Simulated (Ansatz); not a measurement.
An input meant for the cluster AlCu2⁺ (charge 1, singlet; atoms displaced at random, 0.08 Å in each coordinate).

```yaml
crystal:
  periodic: [false, false, false]
  atoms:
    - {symbol: Cu, position_ang: [-2.001755, -0.468624, -0.906469]}
    - {symbol: Cu, position_ang: [2.068645, 0.573775, 0.759605]}
    - {symbol: Al, position_ang: [0.035578, 0.014202, -0.051889]}
basis:
  gaussian: {orbitals: def2-TZVP}
total_charge: 1
hamiltonian: {xc: {name: HF}}
correlation: {method: mp2, frozen_orbitals: {Cu: 0}}
```

```sh
$ ansatz run in.yaml --threads 2 --pin off --events-out ev --progress --plain --max-ram 4352MiB
```

Shortened log:

```
Functional definition: HF
Error: "frozen_orbitals" has no count for Al
```

(1) Something in this input is off. What?

## Answers

(1) Frozen orbitals are typed for one element alone, and the program wants a count for each (the count typed has to fit that element's core, too). The input was rejected before any iteration.
